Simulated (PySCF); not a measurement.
Method: PySCF with PBE-D3(BJ)/def2-TZVP // r2SCAN-D4/def2-SVP. Gas-phase values, no solvent. 

Reference species: [Cd(CH3)(F)] (neutral, multiplicity 1).

dipole moment: 3.22 D

Changed species: [Cd(CH3)(Br)] (Y = Br; the reference has Y = F).

### Question
What does the change do to the dipole moment?

### Answer
the dipole moment decreases by 0.26 D, to 2.96 D.
